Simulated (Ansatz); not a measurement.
Geometry optimisation of the cluster TiSi6⁺.

```yaml
crystal:
  periodic: [false, false, false]
  atoms:
    - {symbol: Ti, position_ang: [-1.244150, -0.334210, -0.047870]}
    - {symbol: Si, position_ang: [-1.142580, -0.333850, 2.487490]}
    - {symbol: Si, position_ang: [2.201100, -0.471460, -0.590960]}
    - {symbol: Si, position_ang: [0.278490, -1.884190, -1.252530]}
    - {symbol: Si, position_ang: [0.922100, -0.290930, 1.538210]}
    - {symbol: Si, position_ang: [-1.603260, 1.957580, -1.069200]}
    - {symbol: Si, position_ang: [0.588310, 1.357060, -1.065130]}
basis:
  gaussian: {orbitals: def2-SVP}
total_charge: 1
magnetization: {spin_polarized: true, initial_magnetization: 1}
hamiltonian: {xc: pbe0, dispersion: d4}
scf: {lower_state_search: "off"}
output: {orbitals: {seedname: orbitals}}
relax: {f_tol: 0.02, max_steps: 100}
```

```sh
$ ansatz run in.yaml --threads 4 --pin off --events-out ev --progress --plain --max-ram 4787MiB
```

It prints (some lines left out):

```
Functional definition: PBE0
mean field -70326.29021793 eV, -2584.4434966375 hartree, gradient 2.2e-6 eV, S^2 0.811345; 0 other end points of the search recorded, 0 dependent functions left out
relax step   1: F+E_penalty+E_count = -70326.83659165 eV  Δ(F+E_penalty+E_count) = +0.000e0 eV  max|allowed force component| = 1.462e0 eV/Å  Δτ_max = 0.0000 Å  (108 SCF iters, accepted)
mean field -70327.04586565 eV, -2584.4712661789 hartree, gradient 2.6e-6 eV, S^2 0.878550; 0 other end points of the search recorded, 0 dependent functions left out
relax step   2: F+E_penalty+E_count = -70327.55082556 eV  Δ(F+E_penalty+E_count) = -7.142e-1 eV  max|allowed force component| = 1.245e0 eV/Å  Δτ_max = 0.1980 Å  (62 SCF iters, accepted)
mean field -70327.68548120 eV, -2584.4947716169 hartree, gradient 2.6e-6 eV, S^2 0.842755; 0 other end points of the search recorded, 0 dependent functions left out
relax step   3: F+E_penalty+E_count = -70328.18485283 eV  Δ(F+E_penalty+E_count) = -6.340e-1 eV  max|allowed force component| = 1.026e0 eV/Å  Δτ_max = 0.1959 Å  (59 SCF iters, accepted)
mean field -70327.86271302 eV, -2584.5012847659 hartree, gradient 2.6e-6 eV, S^2 0.850840; 0 other end points of the search recorded, 0 dependent functions left out
relax step   4: F+E_penalty+E_count = -70328.34266420 eV  Δ(F+E_penalty+E_count) = -1.578e-1 eV  max|allowed force component| = 8.618e-1 eV/Å  Δτ_max = 0.1951 Å  (66 SCF iters, accepted)
mean field -70327.95784943 eV, -2584.5047809647 hartree, gradient 3.2e-6 eV, S^2 0.823739; 0 other end points of the search recorded, 0 dependent functions left out
relax step   5: F+E_penalty+E_count = -70328.43849245 eV  Δ(F+E_penalty+E_count) = -9.583e-2 eV  max|allowed force component| = 3.869e-1 eV/Å  Δτ_max = 0.1999 Å  (56 SCF iters, accepted)
mean field -70327.98353726 eV, -2584.5057249750 hartree, gradient 2.7e-6 eV, S^2 0.840028; 0 other end points of the search recorded, 0 dependent functions left out
relax step   6: F+E_penalty+E_count = -70328.47310950 eV  Δ(F+E_penalty+E_count) = -3.462e-2 eV  max|allowed force component| = 1.388e-1 eV/Å  Δτ_max = 0.0926 Å  (49 SCF iters, accepted)
mean field -70327.99424617 eV, -2584.5061185200 hartree, gradient 2.5e-6 eV, S^2 0.847538; 0 other end points of the search recorded, 0 dependent functions left out
relax step   7: F+E_penalty+E_count = -70328.48455735 eV  Δ(F+E_penalty+E_count) = -1.145e-2 eV  max|allowed force component| = 6.769e-2 eV/Å  Δτ_max = 0.0595 Å  (50 SCF iters, accepted)
mean field -70328.01309754 eV, -2584.5068112953 hartree, gradient 2.2e-6 eV, S^2 0.863283; 0 other end points of the search recorded, 0 dependent functions left out
relax step   8: F+E_penalty+E_count = -70328.51118431 eV  Δ(F+E_penalty+E_count) = -2.663e-2 eV  max|allowed force component| = 1.152e-1 eV/Å  Δτ_max = 0.1086 Å  (55 SCF iters, accepted)
mean field -70328.07843706 eV, -2584.5092124783 hartree, gradient 2.8e-6 eV, S^2 0.908551; 0 other end points of the search recorded, 0 dependent functions left out
relax step   9: F+E_penalty+E_count = -70328.60095668 eV  Δ(F+E_penalty+E_count) = -8.977e-2 eV  max|allowed force component| = 3.844e-1 eV/Å  Δτ_max = 0.1994 Å  (56 SCF iters, accepted)
mean field -70328.29798978 eV, -2584.5172808917 hartree, gradient 2.7e-6 eV, S^2 0.898192; 0 other end points of the search recorded, 0 dependent functions left out
relax step  10: F+E_penalty+E_count = -70328.81292445 eV  Δ(F+E_penalty+E_count) = -2.120e-1 eV  max|allowed force component| = 3.920e-1 eV/Å  Δτ_max = 0.1957 Å  (59 SCF iters, accepted)
mean field -70328.46655628 eV, -2584.5234755965 hartree, gradient 6.6e-6 eV, S^2 0.851047; 0 other end points of the search recorded, 0 dependent functions left out
relax step  11: F+E_penalty+E_count = -70328.98452309 eV  Δ(F+E_penalty+E_count) = -1.716e-1 eV  max|allowed force component| = 4.481e-1 eV/Å  Δτ_max = 0.1951 Å  (56 SCF iters, accepted)
mean field -70328.59681543 eV, -2584.5282625318 hartree, gradient 2.8e-6 eV, S^2 0.847226; 0 other end points of the search recorded, 0 dependent functions left out
relax step  12: F+E_penalty+E_count = -70329.10326361 eV  Δ(F+E_penalty+E_count) = -1.187e-1 eV  max|allowed force component| = 6.121e-1 eV/Å  Δτ_max = 0.2000 Å  (59 SCF iters, accepted)
mean field -70328.76730578 eV, -2584.5345279366 hartree, gradient 2.9e-6 eV, S^2 0.840506; 0 other end points of the search recorded, 0 dependent functions left out
relax step  13: F+E_penalty+E_count = -70329.27776735 eV  Δ(F+E_penalty+E_count) = -1.745e-1 eV  max|allowed force component| = 4.656e-1 eV/Å  Δτ_max = 0.1967 Å  (65 SCF iters, accepted)
mean field -70328.94688951 eV, -2584.5411275171 hartree, gradient 3.9e-6 eV, S^2 0.847756; 0 other end points of the search recorded, 0 dependent functions left out
relax step  14: F+E_penalty+E_count = -70329.46001910 eV  Δ(F+E_penalty+E_count) = -1.823e-1 eV  max|allowed force component| = 3.819e-1 eV/Å  Δτ_max = 0.1943 Å  (57 SCF iters, accepted)
mean field -70328.98874521 eV, -2584.5426656859 hartree, gradient 2.6e-6 eV, S^2 0.865793; 0 other end points of the search recorded, 0 dependent functions left out
relax step  15: F+E_penalty+E_count = -70329.50386273 eV  Δ(F+E_penalty+E_count) = -4.384e-2 eV  max|allowed force component| = 5.120e-1 eV/Å  Δτ_max = 0.1950 Å  (53 SCF iters, accepted)
mean field -70329.02817010 eV, -2584.5441145237 hartree, gradient 2.1e-6 eV, S^2 0.858461; 0 other end points of the search recorded, 0 dependent functions left out
relax step  16: F+E_penalty+E_count = -70329.54000794 eV  Δ(F+E_penalty+E_count) = -3.615e-2 eV  max|allowed force component| = 2.026e-1 eV/Å  Δτ_max = 0.0941 Å  (62 SCF iters, accepted)
mean field -70329.02831224 eV, -2584.5441197473 hartree, gradient 2.3e-6 eV, S^2 0.846124; 0 other end points of the search recorded, 0 dependent functions left out
relax step  17: F+E_penalty+E_count = -70329.54145224 eV  Δ(F+E_penalty+E_count) = -1.444e-3 eV  max|allowed force component| = 2.443e-1 eV/Å  Δτ_max = 0.0728 Å  (50 SCF iters, accepted)
mean field -70329.03796647 eV, -2584.5444745337 hartree, gradient 3.2e-6 eV, S^2 0.846792; 0 other end points of the search recorded, 0 dependent functions left out
relax step  18: F+E_penalty+E_count = -70329.55070287 eV  Δ(F+E_penalty+E_count) = -9.251e-3 eV  max|allowed force component| = 6.398e-2 eV/Å  Δτ_max = 0.0490 Å  (47 SCF iters, accepted)
mean field -70329.03907502 eV, -2584.5445152721 hartree, gradient 2.6e-6 eV, S^2 0.854728; 0 other end points of the search recorded, 0 dependent functions left out
relax step  19: F+E_penalty+E_count = -70329.55164689 eV  Δ(F+E_penalty+E_count) = -9.440e-4 eV  max|allowed force component| = 3.237e-2 eV/Å  Δτ_max = 0.0153 Å  (46 SCF iters, accepted)
mean field -70329.03905748 eV, -2584.5445146275 hartree, gradient 6.1e-6 eV, S^2 0.851308; 0 other end points of the search recorded, 0 dependent functions left out
relax step  20: F+E_penalty+E_count = -70329.55179275 eV  Δ(F+E_penalty+E_count) = -1.459e-4 eV  max|allowed force component| = 5.682e-3 eV/Å  Δτ_max = 0.0031 Å  (36 SCF iters, accepted)
Total energy: -70329.55183284 eV, -2584.5633587745 hartree
Atom 0 at    -1.865330    -0.170830    -0.218256 Å, force     0.001271     0.000858     0.000748 eV/Å
Atom 1 at    -0.851973    -1.075796     1.826291 Å, force    -0.000397     0.002233    -0.003874 eV/Å
Atom 2 at     2.326896    -0.310275    -0.464102 Å, force    -0.001022    -0.001989     0.002572 eV/Å
Atom 3 at     0.335810    -1.587085    -0.130077 Å, force     0.004615    -0.004021    -0.002040 eV/Å
Atom 4 at     0.612072     0.661621     0.928235 Å, force    -0.000575     0.004528     0.001331 eV/Å
Atom 5 at    -0.881302     2.068976    -0.400002 Å, force     0.001791    -0.001168     0.001696 eV/Å
Atom 6 at     0.323838     0.413387    -1.542079 Å, force    -0.005682    -0.000442    -0.000434 eV/Å
Dipole moment:    -0.879636    -0.189298    -0.254888 e Å
Checks for a lower state left out: stability, starts, cluster_reference, orbital_swaps, neighbouring_geometries, increment
```

Run time 3.3 min (4 threads of Arm Neoverse V1 on a shared host), peak host memory 0.69 GiB.

The charge 1 doublet is spin-contaminated (final ⟨S²⟩ up to 0.85, 0.75 for a pure state). The relaxation made no stability test and no search for a lower SCF solution. No other spin state of charge 1 was run. Another isomer (doublet) lies 0.20 eV lower at PBE0-D4/def2-TZVP; other spin states weren't run for this one.
